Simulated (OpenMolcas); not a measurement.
## P³⁺: effect of the level shift or regulariser

* Program: OpenMolcas 26.06
* Basis: ANO-R1 [4s3p1d]
* Scalar Hamiltonian: X2C, finite nucleus
* Active space: 2 electrons in 4 orbitals (3s 3p)
* State averaging: 2S+1 = 3 even, 3 roots; 2S+1 = 1 even, 7 roots; 2S+1 = 3 odd, 3 roots; 2S+1 = 1 odd, 3 roots
* Spin-orbit coupling: RASSI with atomic mean-field integrals over the reference wave functions, term energies averaged over their components

Methods on the same reference wave functions:
A. CASSCF
B. MS-CASPT2, IPEA 0.25 Eh, imaginary shift 0.1 Eh (closed shells correlated: 2s 2p)
C. MS-CASPT2, IPEA 0.25 Eh, sigma2 regulariser 0.3 Eh (closed shells correlated: 2s 2p)

Energies in cm⁻¹ above 3s² ¹S₀, the measured ground level; measured values from Martin, Zalubas and Musgrove, J. Phys. Chem. Ref. Data 14, 751 (1985).

| Level | A | B | C | Measured |
| --- | --- | --- | --- | --- |
| 3s² ¹S₀ | 0.0 | 0.0 | 0.0 | 0.0 |
| 3s 3p ³P°₀ | 65827 | 65441 | 65442 | 67918 |
| 3s 3p ³P°₁ | 66064 | 65678 | 65678 | 68146 |
| 3s 3p ³P°₂ | 66545 | 66159 | 66159 | 68615 |
| 3s 3p ¹P°₁ | 114352 | 107184 | 107184 |  |
| 3p² ³P₀ | 161093 | 160364 | 160365 | 164941 |
| 3p² ³P₁ | 161335 | 160610 | 160610 | 165185 |
| 3p² ³P₂ | 161793 | 161031 | 161032 | 165654 |
| 3p² ¹D₂ | 174369 | 163471 | 163471 | 158142 |
| 3p² ¹S₀ | 202415 | 193683 | 193684 | 194592 |

Deviations, from unrounded energies. A percentage is the sum of absolute deviations over the sum of measured energies, with the sign that they share, or ± where signs differ.

```csv
Against measurement,Levels,A,B,C
mean absolute deviation (cm-1),8,5200,3400,3400
other configurations (%),8,±4.0,±2.6,±2.6
```

B, C lie about equally close to measurement and A furthest from it. The largest miss of C in the table is 3p² ¹D₂, by +5300 cm-1. The ranking rests on the paired levels alone, and a cruder setting can come out closer through cancelling errors.

Between B and C no level of the table moves by more than 5 cm-1.

The two smallest mean deviations differ by little beside CASPT2's spread within terms, so their order carries little weight.

The lowest spin-free term lies below A's lowest term by 0.013 hartree in B, 0.013 hartree in C.

Over all roots computed the reference weight is 0.92 to 1.00 in B, 0.92 to 1.00 in C; the roots of lowest weight are the least certain, and an intruder state may touch them. The ¹D term of p² mixes with s d, which this space lacks. The basis is small and was not contracted for so high a charge. Computed and measured levels are paired by configuration, term and J; levels that our copy of the source lacks, or whose pairing is in doubt (as where it misses far off the trend of its configuration), stay unpaired and out of the deviations. Only configurations of the active space appear.

° marks odd parity.
